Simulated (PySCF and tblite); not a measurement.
The numbers below are computed, except where a source is named.
# Rearrangement: stationary points, barriers and rates

System: C₆H₁₀Si, numbered as in [CH3:1][C:2]1=[CH:3][C@H:4]([SiH3:5])[CH:6]=[CH:7]1.

Motion: shift of Si5 from C4 to C6. Geometries: PBE0-D3(BJ)/def2-SVP; energies: CAM-B3LYP/pcSseg-1 + D3(BJ), IEF-PCM acetonitrile; zero-point and thermal terms from GFN2-xTB harmonic modes (soft modes blended into free rotors). Rate constants are transition-state-theory values, counting equivalent paths, without tunnelling. Shieldings: GIAO at the same DFT level; methyl-like tops are averaged, other torsions stay as in the two minima; line shapes leave out couplings. Programs: tblite and PySCF.

| point | symmetry | E(GFN2) kcal/mol | E(DFT) kcal/mol | ZPE change kcal/mol | lowest mode cm⁻¹ | dipole D |
| --- | --- | --- | --- | --- | --- | --- |
| start | C1 | 0.0 | 0.0 | 0.00 | 83 | 0.25 |
| saddle | Cs | 9.5 | 16.9 | -0.19 | 265i | 0.39 |
| end | C1 | 0.0 | 0.0 | 0.00 | 83 | 0.25 |

| Quantity | Value |
| --- | --- |
| Electronic barrier | 16.9 kcal/mol |
| Barrier with zero-point energy | 16.7 kcal/mol |
| ΔH‡ (298 K) | 16.2 kcal/mol |
| ΔS‡ (298 K, symmetry apart) | -3.2 cal/(mol K) |
| Paths | 1 equivalent path |
| End point | the same structure with atoms interchanged, or its mirror image |
| Mean lifetime of the start against this motion at 298 K | 640 ms |
| Cost | 3.2 min on 1 thread of Arm Neoverse V2 (shared host) (rough), peak memory 1 GiB, launched as `OMP_NUM_THREADS=1 python ens_run.py task.json out` |

| T/K | ΔG‡ kcal/mol | k s⁻¹ |
| --- | --- | --- |
| 200 | 16.9 | 1.3×10⁻⁶ |
| 250 | 17.1 | 0.0065 |
| 298 | 17.2 | 1.6 |
| 350 | 17.4 | 107 |
| 400 | 17.5 | 2230 |

ΔG and ΔG‡ leave out symmetry numbers and mirror images; rates count paths: 1 out.

Sites that the motion interchanges:

```json
{"nucleus": "¹³C", "site": "C3", "ppm": "41.4", "scale": "shielding σ"}
{"nucleus": "¹³C", "site": "C7", "ppm": "38.7", "scale": "shielding σ"}
{"nucleus": "¹H", "site": "H on C3", "ppm": "24.80", "scale": "shielding σ"}
{"nucleus": "¹H", "site": "H on C7", "ppm": "24.50", "scale": "shielding σ"}
```

```csv
nucleus,sites,¹H MHz,spread Hz,coalescence K,k there s⁻¹
¹³C,C3 / C7,250,175,370,388
¹³C,C3 / C7,300,210,373,467
¹³C,C3 / C7,900,629,391,1400
¹H,H on C3 / H on C7,250,75,356,166
¹H,H on C3 / H on C7,300,90,359,199
¹H,H on C3 / H on C7,900,270,377,602
```
